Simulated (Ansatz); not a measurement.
C3H8BN can be A, `CC1(C)BN1`, or B, `BNC(=C)C`.

Computed with Ansatz on PBE0-D4/def2-TZVP structures; ΔE is electronic, products minus reactants. CBS: MP2 limit from def2 TZ/QZ plus the TZ coupled-cluster correction, frozen cores. Functionals use def2-TZVPP. B3LYP here is the variant with VWN-RPA as its local correlation; programs differ in this. One conformer a species, not always the lowest.

(1) Which is lower in electronic energy at CCSD(T)/CBS, and by how much? (Estimate.)

(2) Give E(B) − E(A) in kcal/mol with CCSD/def2-TZVPP, MP2/def2-TZVPP, B3LYP, r2SCAN-D4, ωB97M-V, B2PLYP, B3LYP-D4. (An estimate is asked.)

Largest T1 diagnostic: 0.013.

Answers

(1) Computed: B, by 23.6 kcal/mol.

(2) Ansatz gave: CCSD/def2-TZVPP -24.3, MP2/def2-TZVPP -22.1, B3LYP -25.9, r2SCAN-D4 -23.0, ωB97M-V -22.1, B2PLYP -25.0, B3LYP-D4 -26.0. None reverses the order clearly.

In def2-TZVPP, CCSD(T) changes the Hartree–Fock value by +5.0 kcal/mol (the triples alone add +0.1 kcal/mol) and MP2 by +7.1 kcal/mol.
